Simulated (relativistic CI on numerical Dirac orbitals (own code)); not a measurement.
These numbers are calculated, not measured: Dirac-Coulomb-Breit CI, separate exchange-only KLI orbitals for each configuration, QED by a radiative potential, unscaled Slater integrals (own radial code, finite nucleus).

The strongest absorption lines from the ground level of an ion, among the configurations computed and to levels below about 988 eV (vacuum wavelength in nm, gf): 1.9131 (0.62), 1.9717 (1.3), 1.9849 (0.027), 2.2073 (0.13), 2.2884 (0.23), 7.5651 (1.8), 9.5462 (0.095), 11.355 (0.00032).

Q: Which ion is it?
A. Nb23+
B. Nb21+
C. Rb19+
D. Tc25+

A: A. Nb23+ has 18 electrons and the ground level 3s2 3p6 1S_0; the strongest line goes to 3s2 3p5 3d 1P°_1. The pattern of lines fixes the number of electrons, and along that sequence the line energies rise steadily with the charge (about as its square where n changes within one kind of shell, about linearly where n is kept but much faster in heavy ions where fine structure, which grows about as Z⁴, sets the gap, and irregularly where shells cross), which fixes Z. Configurations outside the model, such as inner-shell arrays, can give stronger lines. At this charge energies of transitions that change n are usually good to better than 1 %, and those within a shell (Δn = 0) to a few per cent.

LS names give the leading component of a level, which can be under half, so a name can repeat, a term be missing and a line seem to break the LS rules.
